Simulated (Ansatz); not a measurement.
**Question.** Name a neutral molecule of B, C, Se, Zn and H with LUMO energy (ωB97M-V/def2-TZVPP) between -0.45 and -0.15 eV and HOMO–LUMO gap (ωB97M-V/def2-TZVPP) between 8.45 and 8.75 eV (Ansatz, PBE0-D4/def2-TZVP geometry).

**Answer.** `C=[C]1[Zn][BH][Se]1` (-0.28 eV, 8.52 eV). Other molecules can fit too; these were computed, each in one conformer that needn't be the lowest.
